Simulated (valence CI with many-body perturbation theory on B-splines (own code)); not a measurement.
**Energy levels of Zn23+**

Calculated by relativistic CI+MBPT: five valence electrons over a frozen Dirac-Fock core [He], a basis of 9 s, 9 p, 8 d, 6 f, 3 g, 1 h functions for each j, with the one-electron correlation potential Σ1, the two-electron term Σ2, the three-electron term Σ3, Breit, model QED; selected CI, second order for the rest, scaled by the run's own slope (own B-spline code, finite nucleus).

No measured levels were compared; by estimate levels of excited configurations hold to 0.05 to 0.15 % of their energy, terms of the ground configuration to about 0.5 %. Among the levels kept, up to 3800 cm⁻¹ of a level comes from second order outside the variational space, and about a tenth of that is noise between levels of different J, which matters for small intervals.

Levels 1 to 45 of 63, with energies above the lowest level, (2s^2 2p1/2^2 2p3/2) J=3/2. "Leading %" is the weight of the configuration and term that name the level; weights of strongly mixed levels are sums over their largest components and can fall short, so below about 35 % the name and the second component can differ from the true leading terms, or belong to a minority configuration. In the jj column 3d3/2^4 stands for four electrons in 3d with j = 3/2. Lifetimes count E1, E2, E3, M1 and M2 decay at the calculated energies, and are blank where another channel may lead or the interval is too uncertain; long ones can be off by a factor of two.

| No. | Configuration | Term | J | E (eV) | Leading % | Leading jj | Lifetime | Second component |
| --- | --- | --- | --- | --- | --- | --- | --- | --- |
| 1 | 2s2.2p3 | 4S° | 3/2 | 0.0 | 71 | 2s^2 2p1/2^2 2p3/2 (75 %) |  | 21 % 2s2.2p3 2P° |
| 2 | 2s2.2p3 | 2D° | 3/2 | 23.3 | 65 | 2s^2 2p1/2 2p3/2^2 (78 %) | 10.2 μs | 22 % 2s2.2p3 4S° |
| 3 | 2s2.2p3 | 2D° | 5/2 | 31.5 | 100 | 2s^2 2p1/2 2p3/2^2 (100 %) | 63.6 μs |  |
| 4 | 2s2.2p3 | 2P° | 1/2 | 44.3 | 99 | 2s^2 2p1/2 2p3/2^2 (99 %) | 5.45 μs |  |
| 5 | 2s2.2p3 | 2P° | 3/2 | 62.1 | 65 | 2s^2 2p3/2^3 (94 %) | 2.27 μs | 27 % 2s2.2p3 2D° |
| 6 | 2s.2p4 | 4P | 5/2 | 118.6 | 94 | 2s 2p1/2^2 2p3/2^2 (87 %) | 56.7 ps | 6 % 2s.2p4 2D |
| 7 | 2s.2p4 | 4P | 3/2 | 134.5 | 94 | 2s 2p1/2 2p3/2^3 (70 %) | 33.7 ps |  |
| 8 | 2s.2p4 | 4P | 1/2 | 137.7 | 87 | 2s 2p1/2^2 2p3/2^2 (54 %) | 30.1 ps | 13 % 2s.2p4 2S |
| 9 | 2s.2p4 | 2D | 3/2 | 164.8 | 84 | 2s 2p1/2 2p3/2^3 (52 %) | 14.5 ps | 11 % 2s.2p4 2P |
| 10 | 2s.2p4 | 2D | 5/2 | 170.1 | 94 | 2s 2p1/2 2p3/2^3 (87 %) | 20.3 ps | 6 % 2s.2p4 4P |
| 11 | 2s.2p4 | 2S | 1/2 | 188.1 | 58 | 2s 2p1/2^2 2p3/2^2 (45 %) | 8.38 ps | 33 % 2s.2p4 2P |
| 12 | 2s.2p4 | 2P | 3/2 | 195.8 | 87 | 2s 2p1/2 2p3/2^3 (78 %) | 5.80 ps | 12 % 2s.2p4 2D |
| 13 | 2s.2p4 | 2P | 1/2 | 219.1 | 66 | 2s 2p3/2^4 (68 %) | 6.30 ps | 30 % 2s.2p4 2S |
| 14 | 2p5 | 2P° | 3/2 | 304.1 | 98 | 2p1/2^2 2p3/2^3 (98 %) | 7.27 ps |  |
| 15 | 2p5 | 2P° | 1/2 | 329.5 | 98 | 2p1/2 2p3/2^4 (98 %) | 6.37 ps |  |
| 16 | 2s2.2p2.3s | 4P | 1/2 | 1241.0 | 67 | 2s^2 2p1/2^2 3s (91 %) | 309 fs | 18 % 2s2.2p2.3s 2P |
| 17 | 2s2.2p2.3s | 4P | 3/2 | 1259.2 | 91 | 2s^2 2p1/2 2p3/2 3s (98 %) | 387 fs | 7 % 2s2.2p2.3s 2P |
| 18 | 2s2.2p2.3s | 2P | 1/2 | 1263.3 | 75 | 2s^2 2p1/2 2p3/2 3s (97 %) | 167 fs | 23 % 2s2.2p2.3s 4P |
| 19 | 2s2.2p2.3s | 4P | 5/2 | 1266.7 | 65 | 2s^2 2p1/2 2p3/2 3s (88 %) | 334 fs | 33 % 2s2.2p2.3s 2D |
| 20 | 2s2.2p2.3s | 2P | 3/2 | 1270.5 | 53 | 2s^2 2p1/2 2p3/2 3s (94 %) | 173 fs | 43 % 2s2.2p2.3s 2D |
| 21 | 2s2.2p2.3p | 4D° | 1/2 | 1271.2 | 49 | 2s^2 2p1/2^2 3p1/2 (91 %) | 25.9 ps | 26 % 2s2.2p2.3p 2P° |
| 22 | 2s2.2p2.3p | 4D° | 3/2 | 1281.2 | 45 | 2s^2 2p1/2^2 3p3/2 (82 %) | 15.6 ps | 25 % 2s2.2p2.3p 4P° |
| 23 | 2s2.2p2.3p | 2S° | 1/2 | 1289.0 | 37 | 2s^2 2p1/2 2p3/2 3p1/2 (93 %) | 28.1 ps | 32 % 2s2.2p2.3p 4D° |
| 24 | 2s2.2p2.3p | 4D° | 3/2 | 1292.9 | 42 | 2s^2 2p1/2 2p3/2 3p1/2 (89 %) | 20.5 ps | 29 % 2s2.2p2.3p 2D° |
| 25 | 2s2.2p2.3s | 2D | 5/2 | 1293.4 | 65 | 2s^2 2p3/2^2 3s (87 %) | 259 fs | 33 % 2s2.2p2.3s 4P |
| 26 | 2s2.2p2.3s | 2D | 3/2 | 1295.6 | 54 | 2s^2 2p3/2^2 3s (93 %) | 187 fs | 38 % 2s2.2p2.3s 2P |
| 27 | 2s2.2p2.3p | 4D° | 5/2 | 1297.0 | 82 | 2s^2 2p1/2 2p3/2 3p3/2 (56 %) | 47.9 ps | 10 % 2s2.2p2.3p 2F° |
| 28 | 2s2.2p2.3p | 4P° | 5/2 | 1298.6 | 45 | 2s^2 2p1/2 2p3/2 3p1/2 (49 %) | 14.1 ps | 42 % 2s2.2p2.3p 2D° |
| 29 | 2s2.2p2.3p | 4P° | 1/2 | 1299.4 | 55 | 2s^2 2p1/2 2p3/2 3p3/2 (89 %) | 14.3 ps | 22 % 2s2.2p2.3p 2S° |
| 30 | 2s2.2p2.3p | 2D° | 3/2 | 1302.1 | 55 | 2s^2 2p1/2 2p3/2 3p3/2 (93 %) | 7.78 ps | 24 % 2s2.2p2.3p 4P° |
| 31 | 2s2.2p2.3p | 4D° | 7/2 | 1305.0 | 67 | 2s^2 2p1/2 2p3/2 3p3/2 (86 %) | 41.7 ps | 31 % 2s2.2p2.3p 2F° |
| 32 | 2s2.2p2.3p | 4S° | 3/2 | 1307.1 | 50 | 2s^2 2p1/2 2p3/2 3p1/2 (47 %) | 1.93 ps | 28 % 2s2.2p2.3p 2P° |
| 33 | 2s2.2p2.3p | 2P° | 3/2 | 1310.6 | 60 | 2s^2 2p1/2 2p3/2 3p3/2 (52 %) | 8.28 ps | 19 % 2s2.2p2.3p 2D° |
| 34 | 2s2.2p2.3p | 2F° | 5/2 | 1313.1 | 36 | 2s^2 2p1/2 2p3/2 3p3/2 (70 %) | 10.5 ps | 25 % 2s2.2p2.3p 4P° |
| 35 | 2s2.2p2.3s | 2S | 1/2 | 1313.4 | 82 | 2s^2 2p3/2^2 3s (91 %) | 235 fs | 9 % 2s2.2p2.3s 4P |
| 36 | 2s2.2p2.3d | 4F | 3/2 | 1315.4 | 51 | 2s^2 2p1/2^2 3d3/2 (91 %) | 247 fs | 14 % 2s2.2p2.3d 2D |
| 37 | 2s2.2p2.3p | 2P° | 1/2 | 1318.0 | 71 | 2s^2 2p1/2 2p3/2 3p3/2 (65 %) | 6.62 ps | 16 % 2s2.2p2.3p 2S° |
| 38 | 2s2.2p2.3d | 4F | 5/2 | 1320.3 | 34 | 2s^2 2p1/2^2 3d5/2 (84 %) | 84.4 fs | 27 % 2s2.2p2.3d 4D |
| 39 | 2s.2p3.3s | 6S° | 5/2 | 1327.3 | 86 | 2s 2p1/2^2 2p3/2 3s (43 %) | 5.04 ps | 7 % 2s.2p3.3s 4P° |
| 40 | 2s2.2p2.3p | 2D° | 3/2 | 1329.7 | 41 | 2s^2 2p3/2^2 3p1/2 (73 %) | 2.57 ps | 27 % 2s2.2p2.3p 2P° |
| 41 | 2s2.2p2.3p | 2D° | 5/2 | 1330.3 | 47 | 2s^2 2p3/2^2 3p3/2 (83 %) | 22.5 ps | 25 % 2s2.2p2.3p 2F° |
| 42 | 2s2.2p2.3p | 2F° | 7/2 | 1332.0 | 68 | 2s^2 2p3/2^2 3p3/2 (85 %) | 20.2 ps | 30 % 2s2.2p2.3p 4D° |
| 43 | 2s2.2p2.3p | 2D° | 5/2 | 1333.1 | 70 | 2s^2 2p3/2^2 3p1/2 (78 %) | 10.8 ps | 16 % 2s2.2p2.3p 2F° |
| 44 | 2s2.2p2.3p | 2P° | 1/2 | 1333.9 | 84 | 2s^2 2p3/2^2 3p3/2 (63 %) | 4.06 ps | 9 % 2s2.2p2.3p 2S° |
| 45 | 2s2.2p2.3d | 2P | 3/2 | 1334.4 | 41 | 2s^2 2p1/2 2p3/2 3d3/2 (92 %) | 122 fs | 36 % 2s2.2p2.3d 4F |

The ionisation energy to 2s2.2p2 3P_0 of the next ion comes out as 2213.1 eV (NIST: 2214 ± 8 eV (semi-empirical)). All 63 levels together are meant to be complete up to 1357.2 eV.
